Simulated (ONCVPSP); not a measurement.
# Potentials for zirconium (Zr) compared

Generated with ld1.x 7.5 (TM, RRKJ, ultrasoft, PAW), atompaw 4.2 or ONCVPSP 4.0.1. The cutoff is in Ry: for ld1.x and atompaw files where the sum of valence levels is converged to 10 mRy in a Bessel basis, for ONCV files where the hardest occupied wave has 1 mHa per electron of residual kinetic energy. The error is the largest all-electron minus pseudo excitation energy over each file’s own four to seven test configurations (ionisations up to +4, promotions, holes and added fractions of an electron), all of which were solved. The labels leave out finer settings (local radius, basis sizes, second energies), which also bear on the numbers. Spin-polarised tests are not counted. The rows are a selection from randomly drawn settings: files with unsolved tests, undetermined cutoffs or missed reference levels are left out.

A true bound ghost makes a file unfit for plane-wave use even where its test errors are small: the radial tests pick states by their node count and pass the ghost by.

```tsv
potential	cutoff (Ry)	largest error (meV)	bound ghosts
ONCV, PBEsol, scalar-relativistic, rc 2.05/1.60/2.75 (spd), local smoothed, core correction yes, reference 4s2 4p6 4d2 5s2, qcut 6.1/9/5.9, projectors 2/2/2	49	-7.6	none
ONCV, PBE, scalar-relativistic, rc 2.40/2.35/2.35 (spd), local d, core correction yes, reference 4d2 5s1.75, qcut 2.9/3/6.9, projectors 2/3/0	27	-248	s, p
ONCV, LDA (Perdew-Zunger), scalar-relativistic, rc 2.75/2.70/2.15 (spd), local smoothed, core correction yes, reference 4d2 5s2, qcut 2.5/3.1/8.3, projectors 2/1/1	30	-846	s, p
ONCV, LDA (Perdew-Wang 92), fully relativistic, rc 1.70/1.45/2.30 (spd), local smoothed, core correction yes, reference 4s2 4p6 4d3 5s1, qcut 5.9/5.4/7.9, projectors 2/1/2	78	+6.6	none
ONCV, PBE, fully relativistic, rc 1.80/1.80/2.80/2.35 (spdf), local smoothed, core correction yes, reference 4s2 4p6 4d2 5s1 5p1, qcut 7.7/7.5/5.3/4.4, projectors 2/2/2/2	37	+5.2	none
ONCV, LDA (Perdew-Zunger), fully relativistic, rc 2.15/1.45/1.45/1.80 (spdf), local d, core correction no, reference 4s2 4p6 4d2 5s1, qcut 4.7/5.6/6.2/7.1, projectors 2/3/0/1	137	+2.3	none
ONCV, LDA (Perdew-Zunger), scalar-relativistic, rc 2.20/1.90/2.65 (spd), local smoothed, core correction yes, reference 4s2 4p6 4d2 5s2, qcut 7/7.1/5.1, projectors 2/1/1	26	-10	none
ONCV, LDA (Perdew-Zunger), scalar-relativistic, rc 1.75/1.70/2.75 (spd), local smoothed, core correction yes, reference 4s2 4p6 4d2 5s2, qcut 8.1/9.5/6.8, projectors 3/2/2	48	+5.8	none
```

Task: Fill in the row for Zr: ONCV, PBE, scalar-relativistic, rc 1.85/1.90/2.25 (spd), local smoothed, core correction yes, reference 4s2 4p6 4d2 5s2, qcut 5.9/9.2/7.4, projectors 2/3/2.

Result: cutoff 43 Ry, largest error -6.6 meV, bound ghosts: none.
